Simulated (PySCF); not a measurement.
# Basis and Hamiltonian dependence of the excitation energy of Xe²⁺

Xe²⁺ [Kr] 4d10 5s2 5p4 (3P) → Xe²⁺ [Kr] 4d10 5s2 5p3 6s1 (5S). All values are computed (PySCF 2.14, energy differences of UHF-based or UKS calculations, no spin-orbit coupling). Values in eV.

```
                                                                               basis       Hamiltonian  functions     UHF     LDA    PBE0  MP2 (valence)  CCSD(T) (valence)  CCSD(T) (valence and next inner shell)
                                                        aug-cc-pVDZ-PP with ECP28MDF               ECP         32  13.945  14.403  14.417         13.886                n/a                                     n/a
                                                      aug-cc-pwCVDZ-PP with ECP28MDF               ECP         48  13.944  14.398  14.410         13.902             13.920                                  13.965
                             def2-TZVPPD with the def2 core potential (28 electrons)               ECP         59  14.056  14.467  14.484         14.211             14.330                                     n/a
                                                                     aug-cc-pVTZ-DK3     spin-free X2C         68  14.040  14.495  14.494         14.200             14.317                                     n/a
                                                                        ANO-RCC-VTZP     spin-free X2C         68  18.104  17.735  17.910         18.101             18.211                                  18.192
                   x2c-TZVPPall with one added diffuse shell each of s, p, d, f type     spin-free X2C         76  13.986  14.456  14.460         14.116             14.211                                  14.266
                             def2-QZVPPD with the def2 core potential (28 electrons)               ECP         91  14.028  14.424  14.449         14.294             14.437                                     n/a
                                                        aug-cc-pVQZ-PP with ECP28MDF               ECP         92  14.030  14.426  14.450         14.294             14.432                                     n/a
                                                                     aug-cc-pVQZ-DK3     spin-free X2C        102  14.048  14.500  14.499         14.311             14.446                                     n/a
aug-cc-pVQZ-PP with one added diffuse shell each of s, p, d, f, g type with ECP28MDF               ECP        117  14.026  14.423  14.447         14.291                n/a                                     n/a
                                                                          dyall-av2z  non-relativistic        130  14.197  14.720  14.703         14.126             14.140                                     n/a
```

Frozen in the all-electron rows: valence: [Kr] 4d10; valence and next inner shell: [Ar] 3d10; with a core potential, the same shells as far as they lie outside it.

At UHF, ANO-RCC-VTZP lies more than 0.3 eV from the median of the rows with comparable relativity. Of these, ANO-RCC-VTZP has no diffuse functions of the l that the added or promoted electron needs.

Non-relativistic rows lack the scalar-relativistic shift.
